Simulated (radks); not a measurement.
The gadolinium ion Gd2+ inside a hard spherical wall (all orbitals vanish at R), configuration held at [Xe] 4f7 5d1 and not refilled when levels cross. Method: scalar-relativistic Kohn-Sham, LDA (Slater exchange, Perdew-Wang correlation), spin-polarised, spherical densities, point nucleus; open shells are filled with parallel spins first (spin-orbit coupling, left out, can overturn this in heavy ions); computed with a radial shooting solver on a logarithmic mesh with Libxc functionals. Eigenvalues in eV for spin up, with the zero of energy where the potential of the charges vanishes at infinity; a dash marks a level that is unbound or too diffuse for the functional's potential to be trusted. A positive occupied level is held by the wall or, in an anion where self-interaction has pushed it up, behind a barrier. The pressure on the wall is -dE/dV.

| R (bohr) | E (hartree) | kinetic (hartree) | e(5s) | e(5p) | e(4f) | e(5d) | e(6s, empty) | e(6p, empty) | pressure (GPa) |
|---|---|---|---|---|---|---|---|---|---|
| free | -11263.2112 | 12092.501 | -64.945 | -42.148 | -24.541 | -15.963 | -15.535 | -10.946 | 0 |
| 20 | -11263.2112 | 12092.501 | -64.945 | -42.148 | -24.541 | -15.963 | -15.535 | -10.946 | < 0.0001 |
| 15 | -11263.2112 | 12092.501 | -64.945 | -42.148 | -24.541 | -15.963 | -15.535 | -10.946 | < 0.0001 |
| 12 | -11263.2112 | 12092.501 | -64.945 | -42.148 | -24.541 | -15.963 | -15.535 | -10.945 | < 0.0001 |
| 10 | -11263.2112 | 12092.501 | -64.945 | -42.147 | -24.540 | -15.962 | -15.534 | -10.933 | 0.000137 |
| 8 | -11263.2111 | 12092.502 | -64.937 | -42.140 | -24.532 | -15.953 | -15.504 | -10.784 | 0.00707 |
| 6 | -11263.2081 | 12092.527 | -64.816 | -42.027 | -24.405 | -15.784 | -14.956 | -9.407 | 0.331 |
| 5 | -11263.1952 | 12092.614 | -64.513 | -41.744 | -24.074 | -15.263 | -13.331 | -6.428 | 2.49 |
| 3.5 | -11262.9545 | 12094.136 | -61.917 | -39.106 | -20.975 | -10.282 | 0.855 | 13.749 | 104 |
